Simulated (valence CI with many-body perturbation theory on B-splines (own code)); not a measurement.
# Level structure of Tm XXX

Computed by relativistic CI+MBPT: four valence electrons over a frozen Dirac-Fock core [Kr], a basis of 7 s, 7 p, 8 d, 6 f, 4 g, 1 h functions for each j, with the one-electron correlation potential Σ1, the two-electron term Σ2, the three-electron term Σ3, Breit, model QED; selected CI, second order for the rest, scaled by the run's own slope (own B-spline code, finite nucleus).

The last digits are not significant, and no measured levels were compared; by estimate large intervals hold to a few tenths of a per cent, small ones and those within an open d or f shell to about a per cent. The list stops below the first excitations out of the core.

Levels 1 to 34 of 34, with energies above the lowest level, (4d3/2^4) J=0. "Leading %" is the weight of the configuration and term that name the level; weights of strongly mixed levels are sums over their largest components and can fall short. In the jj column 3d3/2^4 stands for four electrons in 3d with j = 3/2. Lifetimes count E1, E2, E3, M1 and M2 decay at the calculated energies, and are blank where another channel may lead or the interval is too uncertain; long ones can be off by a factor of two.

| No. | Configuration | Term | J | E (eV) | Leading % | Lifetime | Second component | Leading jj |
| --- | --- | --- | --- | --- | --- | --- | --- | --- |
| 1 | 4d⁴ | ³P | 0 | 0.000 | 55 |  | 34 % 4d⁴ ⁵D | 4d3/2^4 (96 %) |
| 2 | 4d⁴ | ⁵D | 1 | 8.940 | 66 | 94.4 μs | 34 % 4d⁴ ³P | 4d3/2^3 4d5/2 (96 %) |
| 3 | 4d⁴ | ⁵D | 2 | 12.956 | 58 | 1.09 ms | 12 % 4d⁴ ³D | 4d3/2^3 4d5/2 (78 %) |
| 4 | 4d⁴ | ³F | 4 | 13.330 | 30 |  | 22 % 4d⁴ ³H | 4d3/2^3 4d5/2 (95 %) |
| 5 | 4d⁴ | ⁵D | 3 | 14.384 | 35 | 26.2 ms | 26 % 4d⁴ ³F | 4d3/2^3 4d5/2 (82 %) |
| 6 | 4d⁴ | ⁵D | 0 | 21.194 | 61 | 25.9 μs | 20 % 4d⁴ ¹S | 4d3/2^2 4d5/2^2 (94 %) |
| 7 | 4d⁴ | ⁵D | 4 | 22.143 | 41 | 89.4 μs | 40 % 4d⁴ ³H | 4d3/2^2 4d5/2^2 (93 %) |
| 8 | 4d⁴ | ⁵D | 2 | 22.240 | 32 | 43.7 μs | 28 % 4d⁴ ³F | 4d3/2^2 4d5/2^2 (81 %) |
| 9 | 4d⁴ | ³G | 3 | 22.754 | 43 | 81.8 μs | 42 % 4d⁴ ⁵D | 4d3/2^2 4d5/2^2 (82 %) |
| 10 | 4d⁴ | ³H | 5 | 24.402 | 69 | 154 μs | 31 % 4d⁴ ³G | 4d3/2^2 4d5/2^2 (99 %) |
| 11 | 4d⁴ | ³P | 1 | 25.290 | 49 | 59.2 μs | 33 % 4d⁴ ³D | 4d3/2^2 4d5/2^2 (90 %) |
| 12 | 4d⁴ | ³H | 6 | 25.595 | 53 | 124 ms | 47 % 4d⁴ ¹I | 4d3/2^2 4d5/2^2 (98 %) |
| 13 | 4d⁴ | ³G | 4 | 27.002 | 59 | 335 μs | 35 % 4d⁴ ¹G | 4d3/2^2 4d5/2^2 (96 %) |
| 14 | 4d⁴ | ³F | 3 | 27.079 | 43 | 98.9 μs | 30 % 4d⁴ ³D | 4d3/2^2 4d5/2^2 (92 %) |
| 15 | 4d⁴ | ³D | 2 | 27.376 | 36 | 247 μs | 30 % 4d⁴ ³F | 4d3/2^2 4d5/2^2 (94 %) |
| 16 | 4d⁴ | ³F | 2 | 31.507 | 43 | 39.1 μs | 30 % 4d⁴ ³P | 4d3/2^2 4d5/2^2 (89 %) |
| 17 | 4d⁴ | ³F | 4 | 32.161 | 55 | 74.0 μs | 22 % 4d⁴ ⁵D | 4d3/2^2 4d5/2^2 (64 %) |
| 18 | 4d⁴ | ³F | 3 | 35.158 | 47 | 27.1 μs | 20 % 4d⁴ ⁵D | 4d3/2 4d5/2^3 (93 %) |
| 19 | 4d⁴ | ¹G | 4 | 35.583 | 34 | 37.9 μs | 29 % 4d⁴ ³F | 4d3/2 4d5/2^3 (63 %) |
| 20 | 4d⁴ | ³P | 2 | 36.249 | 47 | 313 μs | 27 % 4d⁴ ¹D | 4d3/2^2 4d5/2^2 (82 %) |
| 21 | 4d⁴ | ³D | 1 | 36.807 | 61 | 20.3 μs | 24 % 4d⁴ ³P | 4d3/2 4d5/2^3 (93 %) |
| 22 | 4d⁴ | ³G | 5 | 36.999 | 69 | 57.9 μs | 31 % 4d⁴ ³H | 4d3/2 4d5/2^3 (99 %) |
| 23 | 4d⁴ | ¹I | 6 | 37.524 | 53 | 64.0 μs | 47 % 4d⁴ ³H | 4d3/2 4d5/2^3 (98 %) |
| 24 | 4d⁴ | ³P | 0 | 38.895 | 57 |  | 42 % 4d⁴ ¹S | 4d3/2 4d5/2^3 (64 %) |
| 25 | 4d⁴ | ³F | 2 | 39.900 | 54 | 29.7 μs | 37 % 4d⁴ ³P | 4d3/2 4d5/2^3 (82 %) |
| 26 | 4d⁴ | ¹F | 3 | 40.479 | 38 |  | 34 % 4d⁴ ³D | 4d3/2 4d5/2^3 (96 %) |
| 27 | 4d⁴ | ¹S | 0 | 44.599 | 65 |  | 31 % 4d⁴ ³P | 4d3/2^2 4d5/2^2 (54 %) |
| 28 | 4d⁴ | ³F | 3 | 44.986 | 67 |  | 30 % 4d⁴ ¹F | 4d3/2 4d5/2^3 (99 %) |
| 29 | 4d⁴ | ³P | 1 | 45.033 | 92 | 32.2 μs | 5 % 4d⁴ ³D | 4d3/2 4d5/2^3 (97 %) |
| 30 | 4d⁴ | ¹G | 4 | 45.716 | 74 | 33.8 μs | 18 % 4d⁴ ³F | 4d3/2 4d5/2^3 (91 %) |
| 31 | 4d⁴ | ¹D | 2 | 46.641 | 64 | 41.1 μs | 26 % 4d⁴ ³P | 4d3/2 4d5/2^3 (68 %) |
| 32 | 4d⁴ | ³F | 4 | 50.133 | 50 | 18.6 μs | 21 % 4d⁴ ¹G | 4d5/2^4 (92 %) |
| 33 | 4d⁴ | ¹D | 2 | 54.268 | 49 | 18.1 μs | 21 % 4d⁴ ³D | 4d5/2^4 (75 %) |
| 34 | 4d⁴ | ¹S | 0 | 63.066 | 61 | 12.1 μs | 37 % 4d⁴ ³P | 4d5/2^4 (78 %) |

The ionisation energy to 4d³ ⁴F3/2 of the next ion comes out as 1111.4 eV (NIST: 1110 ± 4 eV (theoretical)). All 34 levels together are meant to be complete up to 109.631 eV.
